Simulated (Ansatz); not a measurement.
Mulliken charges of `FC[SiH](F)F` from ωB97M-V/def2-TZVPP in Ansatz (PBE0-D4/def2-TZVP geometry).

```tsv
atom	x (Å)	y (Å)	z (Å)	charge (e)
F1	-0.820	1.742	-0.079	-0.231
C2	-0.019	0.798	0.554	-0.091
Si3	0.027	-0.767	-0.477	0.739
F4	0.834	-1.855	0.352	-0.305
F5	0.821	-0.498	-1.821	-0.297
H6	-0.431	0.603	1.550	0.113
H7	0.983	1.220	0.684	0.115
H8	-1.303	-1.302	-0.819	-0.043
```

Problem. By hand: the dipole of these point charges (1 e Å = 4.8032 D).

Solution. Σ q r = (-0.167, -0.064, 0.338) e Å, of length 0.382 e Å = 1.83 D.

Problem. How does the dipole of the full density compare? (Estimate.)

Solution. The calculation gave: (-0.052, -0.033, 0.282) e Å, 1.39 D; the point charges give 1.32 times that, at 16° from its direction.

Point charges leave out the atoms' own dipoles, such as those of lone pairs, and Mulliken's split depends on the basis, so the two needn't agree.
